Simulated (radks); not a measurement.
He+, 1 electrons, occupied as 1s1.

All-electron calculation, non-relativistic Kohn-Sham, BLYP, spin-polarised, spherical densities, point nucleus; open shells are filled with parallel spins first. Program: a radial shooting solver on a logarithmic mesh with Libxc functionals.

Energy parts (hartree):
total: -1.99513
kinetic: 1.99513
electron-nucleus: -3.99448
Hartree: 0.62006
exchange-correlation: -0.61585

Orbitals (lengths in bohr, moments of r in powers of bohr; r(max) is where P^2 peaks):
| orbital | occ. | eigenvalue (hartree) | <r> | r(max) |
|---|---|---|---|---|
| 1s up | 1 | -1.53956 | 0.7590 | 0.4951 |

The highest occupied level is 1s up at -41.894 eV. The spin density at the nucleus is 2.615 e/bohr^3 (1s 2.615), a Fermi contact field of 137 T.
